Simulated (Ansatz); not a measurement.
Cartesian coordinates in Å:
```
C 1.481 1.085 -0.382
Si 0.905 -0.440 0.519
C -0.843 -0.807 -0.040
N -1.942 -0.918 0.603
Si -2.363 -0.997 -1.254
F -2.624 0.603 -1.507
H 2.511 1.326 -0.110
H 0.851 1.942 -0.136
H 1.435 0.928 -1.462
H 0.942 -0.258 2.000
H -2.059 -0.824 1.611
H 1.706 -1.638 0.157
```

The species carries charge 0 and has multiplicity 1. The bonds changed during the relaxation, so this is another structure than the one it started from.

(1) List the r2SCAN/def2-TZVPP orbital energies in eV (Ansatz 0.2.0). (Estimate.)

Results:

(1) Ansatz gave: Occupied: -1791.36, -1791.35, -665.10, -387.00, -274.55, -273.14, -141.82, -141.56, -96.69, -96.67, -96.65, -96.48, -96.43, -96.35, -30.11, -25.38, -18.73, -16.77, -14.81, -12.66, -11.61, -10.97, -10.85, -10.49, -10.14, -9.86, -9.30, -8.82, -8.60, -6.65, -5.44. Lowest empty: -2.70, -0.52, -0.11, 0.51, 0.75, 1.23, 1.78, 1.86.
